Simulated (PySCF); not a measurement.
## A thermochemical cycle for HgH

CCSD(T) in PySCF with def2-TZVP on every atom (core potentials on Hg), for the lowest determinant that a PBE0 search found; no spin–orbit coupling. HgH, a doublet (σ ↑), has De = 0.29 eV to neutral atoms, and HgH⁺, a singlet (closed shell), has De = 2.57 eV to Hg⁺ + H.

At the same level the Hg atom ionises at 10.13 eV.

What is the adiabatic ionisation energy of the molecule, and does ionisation strengthen or weaken the bond?

IE = IE(Hg) + De(neutral) − De(ion) = 10.13 + 0.29 − 2.57 = 7.85 eV. De changes by +2.28 eV, so ionisation strengthens the bond.

Correlated steps freeze no core orbitals. Weak bonds: HgH. Basis-set superposition, not corrected here, can be much of De in a small basis, most of all at correlated wavefunction levels. Spin–orbit coupling is left out. For an ion De counts to the pair picked by the measured ionisation energies or electron affinities, which need not be the lowest pair at this level. Where the molecule has an RHF reference, its open-shell atoms are computed with UHF. The CCSD T1 diagnostic is raised in HgH⁺, a sign that a single reference may not be enough there. States were picked by a PBE0 search and need not be the measured ground states.
